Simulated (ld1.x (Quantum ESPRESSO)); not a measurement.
**Pseudopotential generation for sulfur (S): TM, PBEsol, non-relativistic.**

| Item | Value |
| --- | --- |
| Element | S (Z = 16) |
| Generator | ld1.x (Quantum ESPRESSO) 7.5 |
| Type | norm-conserving Troullier–Martins (Kleinman–Bylander form) |
| Functional | PBEsol |
| Relativity | non-relativistic |
| Frozen core | [He] |
| Valence charge | 14 |
| Reference configuration | 2s2 2p6 3s2 3p4 |
| Partial waves | 2s (bound): rc 0.40 bohr; 2p (bound): rc 0.75 bohr; 3d channel at 0.05 Ry: rc 0.65 bohr |
| Local potential | the d channel |
| Core correction | none |

Occupied shells without a wave of their own: 3p, 3s. They enter only through the test configuration that unscreens the potential.

All-electron outer shells of the reference configuration (PBEsol, non-relativistic, ld1.x):

| shell | level (eV) | outermost node (bohr) | outermost maximum (bohr) |
| --- | --- | --- | --- |
| 1s | -2393.40 | – | 0.06 |
| 2s | -209.97 | 0.13 | 0.39 |
| 2p | -156.30 | – | 0.33 |
| 3s | -17.08 | 0.60 | 1.42 |
| 3p | -6.99 | 0.58 | 1.61 |

**Question.** Does the generator finish with these settings?

**Answer.** Yes, a potential is produced.

**Question.** Tests: 2s2 2p6 3s2 3p3; 2s2 2p6 3s2 3p2; 2s2 2p6 3s2 3p1; 2s2 2p5 3s2 3p4; 2s2 2p6 3s0 3p6; 2s1 2p6 3s2 3p4; 2s2 2p6 3s1 3p5. Which has the largest error in its energy relative to the reference configuration, and how large is it?

**Answer.** 2s2 2p6 3s2 3p1, with +1105 meV (all-electron minus pseudo) on +68.01 eV.

A Bessel basis up to 400 Ry misses an occupied level by 0.02 Ry, so cutoffs and ghosts were not judged.
